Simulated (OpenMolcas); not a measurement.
**Gd3+: moving the ligands**

Gd3+ with 6 ligands (bromide) in trigonal antiprismatic coordination (D3d) at 2.85 Å, a polar angle of 59.7° against the regular 54.74°. A charge of +0.5 e stands 3.2 Å behind each ligand. Ligand basis ANO-RCC-VDZP.

```yaml
Program: OpenMolcas 26.06
Method: CASSCF
Basis: ANO-RCC-VDZP [7s6p4d2f1g]
Scalar_Hamiltonian: DKH2, point nucleus
Active_space: 7 electrons in 7 orbitals (4f)
State_averaging: 2S+1 = 8 odd, 1 root; 2S+1 = 6 odd, 16 roots kept (CI in the orbitals of an earlier block)
Spin-orbit_coupling: state interaction with AMFI integrals over the reference wave functions
```

Runs around this geometry, states (labels of D3, the rotations of D3d). Energies in cm-1 above the lowest state or level, χT in cm3 K/mol.

```
R (Å)  Ground state  χT at 300 K
 2.79           8A1        7.851
 2.85           8A1        7.851
 2.93           8A1        7.851
```

No quartet enters the spin-orbit mixing, so the splitting and order within the octet and the sextets are unsound, and g values and χT are rough. No measured value stands beside these numbers; the geometry was imposed, not optimised, and the real ion may take another.
